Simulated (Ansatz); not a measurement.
`[OH][Zr]([Cl])([Cl])[Cl]` + NH₃ → `[NH2][Zr]([Cl])([Cl])[Cl]` + H₂O  (ligand exchange at a Zr–O bond)

Isolated molecules relaxed with PBE0-D4/def2-TZVP in Ansatz; ΔE leaves out vibrations. CCSD(T)/CBS adds triple-zeta CCSD(T) − MP2 to the extrapolated MP2 energy (def2 sets, frozen cores). This one scheme is used for every species. Functionals use def2-TZVPP. def2 core potentials past Kr. For Zr outer-core shells are correlated without core-valence functions, which leaves a few kJ/mol of doubt a bond. Each species was taken in one conformer, which may not be the lowest.

(1) Is it downhill or uphill in electronic energy at CCSD(T)/CBS, and by how much? (Best estimate.)

(2) What do these levels give: BHLYP-D4, PBE-QIDH, revPBE, MP2/def2-SVP, SCS-MP2/def2-TZVPP, CCSD/CBS(def2)? (Estimate.)

(3) What do rigid-rotor, harmonic-oscillator terms from PBE0-D4/def2-TZVP frequencies (298.15 K, 1 bar) make of the CCSD(T)/CBS value? (Best estimate.)

Largest T1 diagnostic among the species: 0.016.

Answers

(1) Computed: Uphill: ΔE = +0.68 eV.

(2) Ansatz gave: BHLYP-D4 0.73, PBE-QIDH 0.70, revPBE 0.70, MP2/def2-SVP 0.82, SCS-MP2/def2-TZVPP 0.71, CCSD/CBS(def2) 0.69 eV.

(3) The calculation gave: ΔZPE = -0.03 eV, ΔH = +0.66 eV, ΔS = 23 J/(mol·K), ΔG = +0.59 eV. Modes under 50 cm⁻¹ make the entropy rough.

Leaving LDA and LC-ωPBE aside and taking each functional with its dispersion term where it has one, the values, not all of them listed here, spread over 0.10 eV, from revPBE-D4 to B97M-V. At CCSD(T), def2-SVP lies +0.13 eV from the extrapolated value and def2-TZVPP +0.01 eV.
